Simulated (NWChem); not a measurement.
GaH$_{2}$I; SMILES [GaH2][I]

Results from NWChem. Geometry: optimised at PBE0/def2-SVP. def2 effective core potentials on I; no spin-orbit coupling. Ions are spin-unrestricted doublets at the neutral geometry; other ion states weren't tried.

For level LDA (Slater exchange, VWN5)/def2-TZVP:

- −ε(HOMO) (eV) = 6.50

What are these values for level r2SCAN/def2-TZVP?

The −ε(HOMO) (eV) comes out as 6.64.
